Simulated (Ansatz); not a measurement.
`CC[B]N` radical. Charge 0, multiplicity 2. All single points use the PBE0-D4/def2-TZVP geometry. It is one conformer, not always the lowest.

```xyz
11

C    -0.140    0.440   -1.601
C    -0.425   -0.314   -0.304
B    -0.029    0.444    1.003
N     0.581   -0.080    2.124
H    -0.470   -0.126   -2.476
H    -0.650    1.406   -1.611
H     0.928    0.637   -1.719
H    -1.503   -0.515   -0.235
H     0.059   -1.303   -0.329
H     0.862   -1.050    2.201
H     0.788    0.460    2.946
```

**Question.** What is the dipole moment at ωB97M-V/def2-TZVPP? (An estimate is asked.)

**Answer.** The calculation gave: 1.92 D, with components (0.73, -1.36, 1.14) D in this frame, pointing from negative to positive charge.

**Question.** And with PBE, r2SCAN, B3LYP? (Estimate.)

**Answer.** The calculation gave: PBE 1.92 D, r2SCAN 1.88 D, B3LYP 1.86 D.

**Question.** Give the Mulliken charges with ωB97M-V, PBE, r2SCAN in def2-TZVPP. (Estimate.)

**Answer.** Computed: 
| atom | ωB97M-V | PBE | r2SCAN |
| --- | --- | --- | --- |
| C1 | -0.30 | -0.24 | -0.12 |
| C2 | -0.18 | -0.13 | -0.07 |
| B3 | -0.06 | -0.10 | -0.04 |
| N4 | -0.20 | -0.24 | -0.29 |
| H5 | 0.10 | 0.08 | 0.04 |
| H6 | 0.11 | 0.09 | 0.05 |
| H7 | 0.10 | 0.08 | 0.04 |
| H8 | 0.10 | 0.08 | 0.04 |
| H9 | 0.07 | 0.05 | 0.01 |
| H10 | 0.12 | 0.15 | 0.15 |
| H11 | 0.15 | 0.19 | 0.19 |

B3LYP here is the variant with VWN-RPA as its local correlation; programs differ in this.
